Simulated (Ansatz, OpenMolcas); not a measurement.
## How basis sets differ on CH4BFOSi (SMILES O=CB[SiH2]F)

CH4BFOSi has 9 atoms, charge 0, and is taken as a singlet. SMILES: `O=CB[SiH2]F`. The shape is that of a PBE0-D4/def2-TZVP optimisation. This is one conformer, not always the lowest.

Each level gives the HOMO–LUMO gap (eV). The values are calculated.

| level | kind | program | value (eV) |
| --- | --- | --- | --- |
| HF/ANO-RCC-MB (DKH2) | Hartree–Fock | OpenMolcas | 14.46 |
| HF/ANO-XS-MB (DKH2) | Hartree–Fock | OpenMolcas | 14.00 |
| HF/STO-3G | Hartree–Fock | Ansatz | 15.66 |
| HF/3-21G | Hartree–Fock | Ansatz | 13.93 |
| HF/def2-SVP | Hartree–Fock | Ansatz | 13.78 |
| HF/6-311G** | Hartree–Fock | Ansatz | 13.69 |

The values span 13.69 to 15.66 eV. A Hartree–Fock LUMO above zero doesn't converge with the basis: it sinks as sets grow more diffuse. Orbital gaps aren't excitation energies.
